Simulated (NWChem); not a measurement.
Program: NWChem. System: CH$_{2}$NO, charge 0, spin multiplicity 2, at a geometry optimised with UPBE/def2-SVP. The structure started from a generated list of species. Its SCF solution wasn't tested for a lower state. Level: G0W0@UPBE0/def2-TZVP, RI basis def2-tzvp-rifit.

The NWChem input:

```
start mol
memory heap 200 mb stack 700 mb global 1700 mb
geometry units angstroms nocenter noautoz noautosym
  N     -0.891220     0.723319    -0.040612
  C      0.362171     0.273978     0.030269
  O      0.556393    -0.965811    -0.015811
  H     -1.588234     0.012939     0.250758
  H      1.202601     1.006449    -0.021601
end
basis spherical
  * library def2-tzvp
end
basis "ri basis" bse spherical
  * library def2-tzvp-rifit
end
dft
  xc pbe0
  odft
  mult 2
  iterations 100
  direct
  tolerances tight
end
task dft energy
gw
  states alpha occ 4 vir 2
  states beta occ 4 vir 2
end
task dft gw
```

Output (cleaned and shortened):

```
             Northwest Computational Chemistry Package (NWChem) 7.3.0
             --------------------------------------------------------

                                NWChem Input Module
                                -------------------

 Scaling coordinates for geometry "geometry" by  1.889725989
 (inverse scale =  0.529177249)

                             Geometry "geometry" -> ""
                             -------------------------

 Output coordinates in angstroms (scale by  1.889725989 to convert to a.u.)

  No.       Tag          Charge          X              Y              Z
 ---- ---------------- ---------- -------------- -------------- --------------
    1 N                    7.0000    -0.89122000     0.72331900    -0.04061200
    2 C                    6.0000     0.36217100     0.27397800     0.03026900
    3 O                    8.0000     0.55639300    -0.96581100    -0.01581100
    4 H                    1.0000    -1.58823400     0.01293900     0.25075800
    5 H                    1.0000     1.20260100     1.00644900    -0.02160100

 Effective nuclear repulsion energy (a.u.)      63.9917023506

            Nuclear Dipole moment (a.u.)
            ----------------------------
        X                 Y               Z
 ---------------- ---------------- ----------------
    -0.0000056692     0.0000018897    -0.0000018897


 Summary of "ao basis" -> "" (spherical)
 ------------------------------------------------------------------------------
       Tag                 Description            Shells   Functions and Types
 ---------------- ------------------------------  ------  ---------------------
 *                         def2-tzvp                  on all atoms

 new library libraries.bse/

 Summary of "ri basis" -> "" (spherical)
 ------------------------------------------------------------------------------
       Tag                 Description            Shells   Functions and Types
 ---------------- ------------------------------  ------  ---------------------
 *                      def2-tzvp-rifit               on all atoms

                                 NWChem DFT Module
[...]
     2   1 1 0      2.547700     15.213358     12.425535    -25.091193
     2   1 0 1     -0.616784      0.000037      0.009836     -0.626657
     2   0 2 0    -15.087636    -31.821470    -28.219260     44.953095
     2   0 1 1      0.371601      0.043248      0.514770     -0.186417
     2   0 0 2    -12.818094     -6.953312     -6.158997      0.294215

 Task  times  cpu:       41.6s     wall:       41.6s

                                NWChem Input Module
                                -------------------

                                 NWChem GW Module
                                 ----------------

                             ***********************
                             ***        GW       ***
                             ***********************

 Summary of "ri basis" -> "ri basis" (spherical)
 ------------------------------------------------------------------------------
       Tag                 Description            Shells   Functions and Types
 ---------------- ------------------------------  ------  ---------------------
 N                      def2-tzvp-rifit             22       76   8s6p4d3f1g
 C                      def2-tzvp-rifit             22       76   8s6p4d3f1g
 O                      def2-tzvp-rifit             22       76   8s6p4d3f1g
 H                      def2-tzvp-rifit              7       15   4s2p1d

                 Memory Information
                 ------------------
          Available GA per process is          1699.8 MBs
          Available stack per process is        700.0 MBs
          Available heap per process is           0.0 MBs

          Peak memory in Initialization
              Peak GA per process is                  6.2 MBs
              Peak stack per process is               0.1 MBs
              Peak heap per process is                6.4 MBs
              Memory not in MA per process            0.0 MBs

          Peak memory in AFF Calculation
              Peak GA per process is                 45.0 MBs
              Peak stack per process is              35.3 MBs
              Peak heap per process is                0.0 MBs
              Memory not in MA per process           35.3 MBs

          Computing 2-center integrals
          Computing Inverse Cholesky factor
          Computing 3-center integrals
          Computing V_xc ...

          Computing Sigma_x
          Computing RPA polarizability
          Solving quasiparticle equations

                  Alpha Orbitals
          State     Energy (eV)     Error (eV)
          -----------------------------------
@GW         9        -14.430           0.005
@GW        10        -12.398           0.005
@GW        11        -11.462           0.004
@GW        12        -10.869           0.002
@GW        13          2.039           0.002
@GW        14          3.352           0.004

                   Beta Orbitals
          State     Energy (eV)     Error (eV)
          -----------------------------------
@GW         8        -15.651           0.003
@GW         9        -14.088           0.005
@GW        10        -11.560           0.002
@GW        11        -10.470           0.002
@GW        12         -2.137           0.002
@GW        13          2.345           0.004

   Applying  -2.2764 eV scissor-shift to rest of particle states

   Applying   2.5767 eV scissor-shift to rest of hole states

   Applying  -2.2743 eV scissor-shift to rest of particle states

   Applying   2.3975 eV scissor-shift to rest of hole states

     GW Timing Statistics
   ------------------------
   Init.   :          0.2s
     ERIs  :          1.2s
     Distr.:          0.0s
     Vxc   :          2.8s
   Sigma_x :          0.0s
   RPA     :          3.2s
   Wmn     :          0.1s
   Sigma_c :          0.1s
   GW total:          7.5s

 Task  times  cpu:        7.5s     wall:        7.5s

 Total times  cpu:       49.2s     wall:       49.2s
```
